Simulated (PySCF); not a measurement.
## B²⁺: ionisation energy

B²⁺ [He] 2s1 (2S) → B³⁺ 1s2 (1S), as a difference of total energies. Calculation: PySCF 2.14, in def2-SVP (3s2p1d, 14 functions); no relativity, point nucleus. The calculations carry no spin-orbit coupling.

```tsv
method	ionisation energy (eV)
UHF	37.309
LDA	37.424
BP86	37.659
```

For comparison: 37.931 eV (measured; NIST Atomic Spectra Database, ionization energies).
